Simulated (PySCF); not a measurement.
## Exact mass, isotope pattern and composition

Species: H2I4In2S2.

Calculated for natural abundance.

(1) Find the molar and monoisotopic masses of H2I4In2S2.

(2) What cluster does the molecular ion M+• show when like nominal masses merge?

(3) What share of all molecules is the monoisotopic species?

(4) Which m/z would the protonated, sodiated and deprotonated molecule have?

(5) Which singly substituted isotopologues are there?

(6) Elemental analysis, calculated?

(7) Count the protons, neutrons and electrons of the monoisotopic species, and give its exact less its nominal mass.

Results:

(1) For H2I4In2S2, with standard atomic weights, 2 × 114.818 + 4 × 126.904 + 2 × 32.060 + 2 × 1.008 = 803.388 g/mol. From the most abundant isotopes (115In, 127I, 32S, 1H), 2 × 114.903878 + 4 × 126.904473 + 2 × 31.972071 + 2 × 1.007825 = 803.3854 u.

(2) 
```tsv
nominal mass	m/z (centroid)	relative intensity
800	799.3853	0.2
802	801.3851	8.9
803	802.3846	0.1
804	803.3849	100.0
805	804.3844	1.6
806	805.3807	9.0
808	807.3771	0.2
```

Cut off at 0.1 %. One electron mass, 0.00055 u, is taken off. Abundances used (%; other tables differ somewhat): 113In 4.29, 115In 95.71; 32S 94.93, 33S 0.76, 34S 4.29, 36S 0.02; 1H 99.9885, 2H 0.0115.

(3) 0.9571^2 × 1^4 × 0.9493^2 × 0.999885^2 = 82.53 %.

(4) [M+H]+ 804.3927, [M+Na]+ 826.3747, [M−H]− 802.3782, for the monoisotopic species (arithmetic only; whether such ions form is another matter).

(5) Intensity in % of the monoisotopic species:

```
isotope  mass shift (u)       m/z  intensity (%)
  113In        -1.99982  801.3851           8.96
    33S        +0.99939  804.3843           1.60
     2H        +1.00628  804.3912           0.02
    34S        +1.99580  805.3807           9.04
    36S        +3.99501  807.3799           0.04
```

Species under 0.02 % are left out.

(6) In 28.58 %, I 63.18 %, S 7.98 %, H 0.25 %.

(7) 344 protons, 460 neutrons and 344 electrons; 803.3854 − 804 = -0.6146 u.
